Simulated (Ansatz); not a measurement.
```yaml
crystal:
  periodic: [true, true, true]
  atoms:
    - {symbol: C, position_ang: [1.802691, -0.168350, 0.691803]}
    - {symbol: N, position_ang: [0.656989, 0.313160, 0.498099]}
    - {symbol: Si, position_ang: [-0.577499, -0.376796, -0.505667]}
    - {symbol: S, position_ang: [-2.211877, -0.835667, 0.775662]}
    - {symbol: S, position_ang: [-0.947762, 1.021238, -2.064972]}
    - {symbol: H, position_ang: [2.512334, 0.348091, 1.347714]}
    - {symbol: H, position_ang: [2.167838, -1.102592, 0.239931]}
    - {symbol: H, position_ang: [-0.239980, -1.651753, -1.192039]}
    - {symbol: H, position_ang: [-2.116193, 0.331954, 1.435696]}
    - {symbol: H, position_ang: [-0.963340, 2.069715, -1.223227]}
basis:
  gaussian: {orbitals: 6-31G, fitting: {mean_field: def2-universal-jkfit}}
total_charge: -1
magnetization: {spin_polarized: true, initial_magnetization: 1}
hamiltonian: {xc: {name: r2SCANh}}
scf: {lower_state_search: off}
output: {forces: true}
```

```sh
$ ansatz run in.yaml --threads 4 --pin off --events-out ev --progress --plain --max-ram 10444MiB
```

(1) How does Ansatz answer? (An estimate is asked.)

Answers

(1) The calculation gave: The input was rejected before any iteration.
```
Error: YAML parse error: error: line 2 column 3: crystal: missing field `lattice` (a structure is typed as `lattice` and `atoms`, a molecule's as `atoms` in Å alone, or read from a run's directory, `checkpoint`)
 --> <input>:2:3
1 | crystal:
2 |   periodic: [true, true, true]
3 |   atoms:
4 |     - {symbol: C, position_ang: [1.802691, -0.168350, 0.691803]}
```
